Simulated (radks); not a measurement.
Values are calculated unless marked as measured or tabulated.
Species: Cd2+. Configuration: [Kr] 4d10.

Level of theory: Dirac Kohn-Sham, PBE, spin-unpolarised, spherical densities, point nucleus (a radial shooting solver on a logarithmic mesh with Libxc functionals).

Energy parts (eV):
| part | energy |
|---|---|
| total | -152249.474 |
| kinetic | 159655.452 |
| electron-nucleus | -368536.021 |
| Hartree | 60828.490 |
| exchange-correlation | -4197.395 |

Orbitals (lengths in bohr, moments of r in powers of bohr; <r^-3> diverges for s and p1/2):
| orbital | occ. | eigenvalue (eV) | <r^-3> | <r^4> | <r^2> |
|---|---|---|---|---|---|
| 1s1/2 | 2 | -26528.57 | - | 4.064e-06 | 0.001250 |
| 2s1/2 | 2 | -3953.317 | - | 0.0007160 | 0.02037 |
| 2p1/2 | 2 | -3681.517 | - | 0.0004648 | 0.01520 |
| 2p3/2 | 4 | -3489.048 | 3751 | 0.0005392 | 0.01652 |
| 3s1/2 | 2 | -752.1580 | - | 0.03300 | 0.1468 |
| 3p1/2 | 2 | -643.2537 | - | 0.03247 | 0.1420 |
| 3p3/2 | 4 | -608.8824 | 681.7 | 0.03652 | 0.1508 |
| 3d3/2 | 4 | -416.2151 | 105.5 | 0.03244 | 0.1318 |
| 3d5/2 | 6 | -409.2315 | 99.07 | 0.03367 | 0.1344 |
| 4s1/2 | 2 | -124.7531 | - | 1.155 | 0.8767 |
| 4p1/2 | 2 | -89.8735 | - | 1.604 | 1.010 |
| 4p3/2 | 4 | -84.0593 | 115.2 | 1.831 | 1.078 |
| 4d3/2 | 4 | -30.8701 | 11.16 | 6.561 | 1.851 |
| 4d5/2 | 6 | -30.1533 | 10.33 | 6.947 | 1.902 |

The highest occupied level is 4d5/2 at -30.153 eV. Summed over all electrons, <r^2> = 29.55 bohr^2, which gives a Langevin (diamagnetic) susceptibility term of -23.4 x 10^-6 cm^3/mol. The density falls to 0.001 e/bohr^3 at r = 3.24 bohr.
